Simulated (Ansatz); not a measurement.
Consider the atomization: `B[NH][Al]([CH3])[CH3]` → Al• + B• + 2 C• + 9 H• + N•.

Computed with Ansatz on PBE0-D4/def2-TZVP structures; ΔE is electronic, products minus reactants. CBS: MP2 limit from def2 TZ/QZ plus the TZ coupled-cluster correction, frozen cores. This one scheme is used for every species, atoms too. Functionals use def2-TZVPP. B3LYP here is the variant with VWN-RPA as its local correlation; programs differ in this. Open shells (•) are unrestricted, without spin–orbit coupling. Spin–orbit coupling would lower the free atoms: a little for Al, B, C. Each species was taken in one conformer, which may not be the lowest.

**Question.** What is ΔE at CCSD(T)/CBS? (Estimate.)

**Answer.** The calculation gave: +5154.2 kJ/mol.

**Question.** What do these levels give: r2SCAN-D4, PBE0-D4, B3LYP-D4, ωB97M-V, B2PLYP, PBE, r2SCAN, PBE0, B3LYP, CCSD/def2-TZVPP, HF/CBS(def2), MP2/CBS(def2)? (An estimate is asked.)

**Answer.** The calculation gave: r2SCAN-D4 5175.5, PBE0-D4 5163.5, B3LYP-D4 5180.3, ωB97M-V 5185.5, B2PLYP 5122.4, PBE 5192.8, r2SCAN 5169.2, PBE0 5142.9, B3LYP 5141.9, CCSD/def2-TZVPP 4978.9, HF/CBS(def2) 3920.4, MP2/CBS(def2) 5200.9 kJ/mol.

Largest T1 diagnostic among the species: 0.018.

From PBE to PBE0 (25 % exact exchange), in def2-TZVPP and without D4, ΔE moves by −49.9 kJ/mol: exact exchange takes away binding that semilocal exchange gives to molecules. The D4 term adds +38.5 kJ/mol with B3LYP and +20.6 kJ/mol with PBE0; it sums over pairs of atoms, weighted by their polarisabilities, and B3LYP, whose exchange is more repulsive, gets the larger term.

For atomizations the MP2-based limit and the directly extrapolated one differ by several kJ/mol either way, and by 10 to 25 for some Ge, Se and Sn compounds, so smaller differences from it don't rank the levels.
